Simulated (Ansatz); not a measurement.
Reaction: C2H5B (SMILES BC=C) → C2H4B (SMILES [CH]=CB, doublet) + H (doublet) (the C-H bond breaks)
Each species at its own B3LYP-D3(BJ)/def2-TZVP minimum (Ansatz, a program for electronic structure).

Property: bond dissociation energy (electronic), in kJ/mol. Radicals and triplets start from unrestricted determinants; spin-orbit coupling is neglected. CBS(X,Y): correlation extrapolated as X^-3, Hartree-Fock from the larger set. A bracket is a step between two methods taken in the basis named. Functionals run without relativity, which enters their misses. 'core' is core correlation in cc-pwCVTZ, 'X2C' scalar relativity in cc-pVTZ-DK, both at CCSD(T). For partners of very few electrons the exact lower level stands in for a higher one. The restricted determinant of C2H5B (BC=C, singlet) is unstable towards broken spin symmetry in at least one set run. The UHF reference of C2H4B (BC=[CH], doublet) is spin-contaminated (<S^2> up to 0.20 over the pure value in the sets run).

CCSD(T)/CBS(cc-pVTZ,cc-pVQZ) + [CCSDT(Q) - CCSD(T)]/cc-pVDZ + core + X2C (Ansatz) gives 484.7 kJ/mol.

**Question.** What does PBE/def2-TZVPD (Ansatz) give here, and how do the other levels compare?

**Answer.** PBE gives 464.2 kJ/mol, 20.5 kJ/mol below it. Differences of the others: r2SCAN/def2-TZVPD (Ansatz) -24.3; B3LYP/def2-TZVPD (Ansatz) -10.1; PBE0/def2-TZVPD (Ansatz) -17.6; wB97M-V/def2-TZVPD (Ansatz) -1.5; CCSD(T)/CBS(cc-pVTZ,cc-pVQZ) + core + X2C (Ansatz) 2.2 kJ/mol.
